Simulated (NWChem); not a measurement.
Species: H4PO4 cation; SMILES OP(O)(O)=[OH+]

```xyz
9

O      1.3303     0.0000    -0.8245
P      0.0000     0.0000     0.0000
O      0.0000     1.3303     0.8245
O     -1.3303     0.0000    -0.8245
O      0.0000    -1.3303     0.8245
H      1.6145    -0.8298    -1.2569
H      0.8298     1.6145     1.2569
H     -1.6145     0.8298    -1.2569
H     -0.8298    -1.6145     1.2569
```
Atoms are numbered in this order, from 1.

Results from NWChem. Pople sets run with spherical d functions. Coordinates come from a B3LYP/6-31G* (spherical d) optimisation. Total energies compare along this basis series because the functional is fixed.

```json
[
 {"level": "TPSS/STO-3G", "basis functions": "33", "energy (Ha)": "-636.3766", "highest occupied level (eV)": "-10.59", "orbital gap (eV)": "7.61"},
 {"level": "TPSS/3-21G", "basis functions": "57", "energy (Ha)": "-641.0140", "highest occupied level (eV)": "-13.98", "orbital gap (eV)": "7.96"},
 {"level": "TPSS/6-31G*", "basis functions": "82", "energy (Ha)": "-644.4855", "highest occupied level (eV)": "-14.15", "orbital gap (eV)": "8.51"},
 {"level": "TPSS/6-31+G*", "basis functions": "102", "energy (Ha)": "-644.4989", "highest occupied level (eV)": "-14.38", "orbital gap (eV)": "8.18"},
 {"level": "TPSS/6-311G**", "basis functions": "122", "energy (Ha)": "-644.6288", "highest occupied level (eV)": "-14.35", "orbital gap (eV)": "8.37"},
 {"level": "TPSS/6-311++G**", "basis functions": "146", "energy (Ha)": "-644.6357", "highest occupied level (eV)": "-14.44", "orbital gap (eV)": "8.19"}
]
```
